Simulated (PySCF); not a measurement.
Species: GeH₁₀SSi₃.
Bonds: Si1–S2, S2–Si3, Si3–Si4, Si4–Ge5. Hydrogens: H6, H7, H8 on Si1; H9, H10 on Si3; H11, H12 on Si4; H13, H14, H15 on Ge5.

Computed by this run: PBE0-D3(BJ)/def2-SVP geometry optimisation, gas phase in PySCF; density fitting, grid level 1; the optimiser is geomeTRIC in internal coordinates, started from a GFN2-xTB structure with every atom displaced at random (about 0.01 Å).

Step 0: E = -91111.7643 eV
```
atom  x, y, z in Å  |  force x, y, z in eV/Å
Si1     2.3948    1.0722   -0.1300   -0.966  -0.020  -0.712
S2      1.5001   -0.1027   -1.6785   -0.164  -0.007  -0.332
Si3     0.5090   -1.7178   -0.6282    1.338   0.755   0.121
Si4    -1.0354   -0.9081    0.8579   -0.967  -0.257   0.250
Ge5    -2.2944    0.9008    0.0200   -0.220   0.231   0.319
H6      3.1342    2.0983   -0.8647    0.372   0.377  -0.106
H7      3.2150    0.2365    0.7022    0.740  -0.522   0.717
H8      1.3060    1.6777    0.6551   -0.174   0.247   0.380
H9      1.6040   -2.4716    0.0371   -0.039  -0.237   0.270
H10     0.0283   -2.4978   -1.7370   -0.651  -0.638  -0.659
H11    -2.0042   -2.0008    1.2101    0.029  -0.017  -0.072
H12    -0.4497   -0.5044    2.1435    0.414   0.174   0.346
H13    -3.2764    1.5512    0.9913   -0.075  -0.134   0.524
H14    -3.1778    0.5935   -1.1415   -0.421  -0.550  -0.803
H15    -1.4737    2.0567   -0.4441    0.784   0.598  -0.243
```

Step 1: E = -91112.0781 eV
```
atom  x, y, z in Å  |  force x, y, z in eV/Å
Si1     2.2881    1.0664   -0.1330   -0.026   0.002  -0.048
S2      1.4285   -0.0637   -1.7447   -0.018   0.008  -0.001
Si3     0.5356   -1.7044   -0.6540    0.200   0.094  -0.093
Si4    -1.0324   -0.8949    0.8762   -0.177  -0.117   0.149
Ge5    -2.2458    0.9321   -0.0290   -0.172   0.346  -0.161
H6      3.0642    2.1492   -0.7917    0.051   0.050   0.007
H7      3.1781    0.2197    0.7113    0.030  -0.046   0.013
H8      1.2358    1.6630    0.7385   -0.055   0.003   0.038
H9      1.5975   -2.4917    0.0429    0.014  -0.050   0.006
H10    -0.0784   -2.5338   -1.7281   -0.093  -0.055   0.036
H11    -1.9870   -1.9892    1.2455   -0.011  -0.015  -0.046
H12    -0.3667   -0.4782    2.1484    0.092   0.056  -0.020
H13    -3.1867    1.5273    1.0445    0.057  -0.072  -0.012
H14    -3.1321    0.5095   -1.2239    0.118  -0.062   0.078
H15    -1.3191    2.0722   -0.5099   -0.011  -0.140   0.054
```

Q: Estimate the geometry and energy of step 2. (The exact step hangs on the optimiser's Hessian estimate; all steps are aligned on step 1, rigid shifts and turns removed.)

A: E = -91112.0925 eV, largest force 0.151 eV/Å
```
atom  x, y, z in Å  |  force x, y, z in eV/Å
Si1     2.2763    1.0635   -0.1273   -0.010   0.009   0.012
S2      1.4047   -0.0411   -1.7508   -0.007  -0.002  -0.021
Si3     0.5355   -1.6931   -0.6580    0.085   0.041  -0.021
Si4    -1.0306   -0.8876    0.8865   -0.090  -0.055   0.108
Ge5    -2.2410    0.9380   -0.0410   -0.058   0.124  -0.051
H6      3.0444    2.1728   -0.7584    0.004  -0.002   0.015
H7      3.1804    0.1946    0.6835    0.005  -0.006  -0.003
H8      1.2239    1.6241    0.7733    0.001  -0.006  -0.004
H9      1.6054   -2.4869    0.0244   -0.002  -0.011  -0.021
H10    -0.1108   -2.5308   -1.7095   -0.034  -0.013   0.019
H11    -1.9824   -1.9830    1.2614    0.008  -0.003  -0.026
H12    -0.3438   -0.4525    2.1438    0.036   0.017  -0.029
H13    -3.1813    1.5371    1.0242    0.005  -0.023   0.006
H14    -3.1036    0.4772   -1.2306    0.031  -0.042  -0.001
H15    -1.2977    2.0512   -0.5284    0.025  -0.029   0.016
```

The energy changes by -0.0144 eV. The first-order estimate −F·Δx gives -0.0211 eV and the mean of the old and new forces, exact on a quadratic surface, -0.0149 eV. The step makes an angle of 74° with the force vector and moves no atom by more than 0.054 Å.

What follows is the cost of the whole optimisation. On one thread of an Arm Neoverse N1, no GPU, on a shared host, this took 4.3 min wall and 0.68 GiB of memory at its peak.
